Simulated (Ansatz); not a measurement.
Name a neutral molecule of Al, Br, C and H with LUMO energy (B3LYP/def2-TZVPP) between -1.45 and -1.15 eV and HOMO–LUMO gap (PBE0/def2-TZVPP) between 7.20 and 7.50 eV (Ansatz, PBE0-D4/def2-TZVP geometry).

`[CH3][Al]([Br])[Br]` (-1.32 eV, 7.29 eV). Other molecules can fit too; these were computed, each in one conformer that needn't be the lowest.

B3LYP here is the variant with VWN-RPA as its local correlation; programs differ in this.
